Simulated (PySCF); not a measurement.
Correlation energy of Cl⁺ (chlorine, charge +1)

[Ne] 3s2 3p4, high-spin 3P determinant. Computed with PySCF 2.14 in aug-cc-pCVTZ-DK (8s7p5d3f, 75 functions), with scalar relativity by spin-free X2C-1e. Frozen: [Ne]; 6 electrons correlated.

```json
{"level": "CCSD", "correlation energy (mhartree)": "-151.81"}
{"level": "(T)", "correlation energy (mhartree)": "-4.61"}
{"level": "CCSD(T)", "correlation energy (mhartree)": "-156.42"}
```

Diagnostics: T1 = 0.0089, D1 = 0.0284, largest double amplitude 0.040.

Cost of the coupled-cluster step: of the order of 15 core-seconds, for 6 correlated electrons.
